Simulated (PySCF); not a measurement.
CH5Cl2NSi, SMILES Cl[Si](C)(N)Cl. Coordinates come from a PBE0-D3(BJ)/def2-SVP optimisation. One conformer was computed; it need not be the lowest.

Calculation: PBE0-D3(BJ)/def2-SVP in PySCF 2.14.0.

Harmonic wavenumbers (cm⁻¹): 131, 153, 163, 213, 231, 256, 288, 428, 483, 570, 722, 756, 809, 873, 917, 1272, 1421, 1424, 1537, 3066, 3172, 3186, 3606, 3707. Rotational constants (GHz): 2.593, 1.864, 1.590; symmetry number 1.

Problem. Work out the zero-point energy and the ideal-gas rigid-rotor harmonic-oscillator thermochemistry at 298.15 K and 1 atm.

Solution. ZPE = ½ Σ hcν = ½ × 29385 cm⁻¹ = 175.76 kJ/mol. H − E(el) = 198.84 kJ/mol. Entropy in J/(mol K): translation 169.46, rotation 117.68, vibration 76.58, total 363.72. G − E(el) = 90.40 kJ/mol. Cp = 117.59 J/(mol K). Modes under 150 cm⁻¹ make the vibrational entropy uncertain.
